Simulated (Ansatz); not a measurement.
`F[SiH](F)[GeH3]` + H₂ → `F[SiH2]F` + GeH₄ at 700 K and 1 bar (hydrogenolysis of the Si–Ge bond).

Computed with Ansatz on PBE0-D4/def2-TZVP structures; ΔE is electronic, products minus reactants. CCSD(T)/CBS adds triple-zeta CCSD(T) − MP2 to the extrapolated MP2 energy (def2 sets, frozen cores). This one scheme is used for every species. For Ge outer-core shells are correlated without core-valence functions, which leaves a few kJ/mol of doubt a bond. Scalar relativity is left out up to krypton.

```tsv
species	CCSD(T)/CBS energy (Eh)	H − E (kJ/mol)	S (J/(mol·K))
`F[SiH](F)[GeH3]`	-2567.30741	169.7	448.4
H₂	-1.17544	46.8	155.3
`F[SiH2]F`	-489.99391	100.9	321.6
GeH₄	-2078.49493	112.9	267.3
```

H − E and S are ideal-gas, rigid-rotor, harmonic terms from PBE0-D4/def2-TZVP. The MP2-based limit puts H₂ 0.8 mEh under its directly extrapolated value; such offsets cancel only in part. 1 Eh = 2625.50 kJ/mol, R = 8.31446 J/(mol·K).

**Question.** By hand: ΔE, ΔH, ΔS and ΔG.

**Answer.** ΔE = (-489.99391) + (-2078.49493) − (-2567.30741) − (-1.17544) = -0.00599 Eh = -15.7 kJ/mol. Δ(H − E) = 100.9 + 112.9 − 169.7 − 46.8 = -2.7, so ΔH = -18.4 kJ/mol. ΔS = 321.6 + 267.3 − 448.4 − 155.3 = -14.8 J/(mol·K). ΔG = -18.4 − 700 × (-14.8)/1000 = -8.0 kJ/mol.

**Question.** By hand: the equilibrium constant, and the temperature at which ΔG would vanish if ΔH and ΔS stayed fixed.

**Answer.** log₁₀ K = −ΔG/(RT ln 10) = 0.6. ΔG = 0 at ΔH/ΔS = 1243 K, though so small a ΔS makes that figure unsure.

TΔS isn't small against ΔH here. A doubt of 5 kJ/mol in ΔE shifts log₁₀ K by 0.4 here. These are equilibria of isolated gas molecules and say nothing of rates. Largest T1 diagnostic: 0.012 (customary marks: 0.02 for closed shells, 0.045 for open ones).
